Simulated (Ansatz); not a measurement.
Reactions of CH5AsOSi (`C1O[SiH2][AsH]1`).

Gas-phase electronic energies from Ansatz, PBE0-D4/def2-TZVP geometries. CCSD(T)/CBS adds triple-zeta CCSD(T) − MP2 to the extrapolated MP2 energy (def2 sets, frozen cores). This one scheme is used for every species, atoms too. DFT in def2-TZVPP. No spin–orbit coupling; open shells (•) take unrestricted orbitals. Spin–orbit coupling would lower the free atoms: a little for C, O, Si. Bonds to As are less sure, by a few kJ/mol each and by 10 to 20 or more in all where they break to atoms, as the def2 sets lack core-valence functions. Scalar relativity is left out up to krypton.

```csv
reaction,PBE0-D4 (kJ/mol),HF/CBS(def2) (kJ/mol),ωB97X-V (kJ/mol),r2SCAN-D4 (kJ/mol),CCSD(T)/CBS(def2) (kJ/mol)
`C1O[SiH2][AsH]1` → As• + C• + 5 H• + O• + Si•,2994,2078,3037,3013,3009
`C1O[SiH2][AsH]1` → `O=C([SiH3])[AsH2]`,148,132,145,136,148
`C1O[SiH2][AsH]1` → `[AsH2][SiH]1CO1`,67,82,71,61,72
`C1O[SiH2][AsH]1` → `C1O[AsH][SiH2]1`,100,111,100,102,106
```

Largest T1 diagnostic: 0.015, for `O=C([SiH3])[AsH2]`.
